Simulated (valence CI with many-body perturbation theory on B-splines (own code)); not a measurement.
**Mn¹⁹⁺: what the settings do**

Calculated by valence CI with perturbative core correlation (CI+MBPT): four valence electrons over a frozen Dirac-Fock core [He], radial functions for each j: 6 s, 6 p, 5 d, 3 f, 1 g, with the one-electron correlation potential Σ1, the two-electron term Σ2, the three-electron term Σ3, Breit, model QED; selected CI, second order for the rest, scaled by the run's own slope (own B-spline code, finite nucleus).

No measured spectrum was set against this ion. As an estimate, levels of excited configurations hold to 0.05 to 0.15 % of their energy, terms of the ground configuration to about 0.5 %.

The reference run has the lowest level 2s²2p² ³P_0 and an ionisation energy of 1538.99 eV. Its largest variational space holds 11490 state functions.

```tsv
Level	Reference (cm⁻¹)	Shift (cm⁻¹)
2s²2p² ³P_1	59699	+2144
2s²2p² ³P_2	98862	+4841
2s²2p² ¹D_2	212682	+5526
2s²2p² ¹S_0	333736	+3649
2s2p³ ⁵S°_2	442671	+5531
2s2p³ ³D°_2	722888	+4461
2s2p³ ³D°_1	723405	+3818
2s2p³ ³D°_3	743103	+8206
2s2p³ ³P°_0	850684	+3980
2s2p³ ³P°_1	857289	+5343
2s2p³ ³P°_2	871113	+6726
2s2p³ ³S°_1	1026310	+4803
```

The ionisation energy moves by +0.85 eV.

Q: Which of these changes was made?
A. Breit term on → off; QED terms on → off
B. three-electron term on → off
C. averaging of valence orbitals over low configurations on → off

A: A. Breit term on → off; QED terms on → off.
